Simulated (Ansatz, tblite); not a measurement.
Removing an electron: the cluster Na4Li3⁻ (the lowest singlet isomer of a short search). Charge -1, multiplicity 1. Geometry: PBE/def2-SVPD. Ansatz, gas phase; energy differences of separate SCF runs; the oxidised species was run as a doublet alone.

Cartesian coordinates in Å:
```
Li -1.190 1.620 1.493
Li 1.226 1.537 -0.171
Li 0.559 -0.722 1.751
Na -2.372 -1.450 0.649
Na -1.480 1.558 -1.868
Na 3.150 -1.066 -0.144
Na 0.108 -1.476 -1.710
```

The xTB rows come from tblite. The structure comes from a short search, and lower isomers may exist.

| level | −HOMO (eV) | vertical IE (eV) | −LUMO (eV) | HOMO–LUMO gap (eV) | remarks |
| --- | --- | --- | --- | --- | --- |
| GFN2-xTB | 1.45 | 3.38 | -0.23 | 1.68 | – |
| PBE/def2-TZVPD | 0.01 | 1.32 | -0.70 | 0.71 | restricted SCF unstable in HF (-1 singlet) |
| r2SCAN/def2-TZVPD | 0.05 | 1.19 | -0.74 | 0.79 | restricted SCF unstable in HF (-1 singlet), spin-contaminated (⟨S²⟩ 0.84) (doublet) |
| PBE0/def2-TZVPD | 0.41 | 1.26 | -1.06 | 1.47 | restricted SCF unstable in HF (-1 singlet) |

Run but left out: HF/def2-SVPD (singlet: restricted singlet, unstable towards broken spin symmetry); MP2/def2-SVPD, CCSD/def2-SVPD, CCSD(T)/def2-SVPD (neutral doublet: ⟨S²⟩ 1.81, where a pure state has 0.75).  Raw xTB energy differences between charge states are shifted by several eV; the methods need an empirical correction for them.
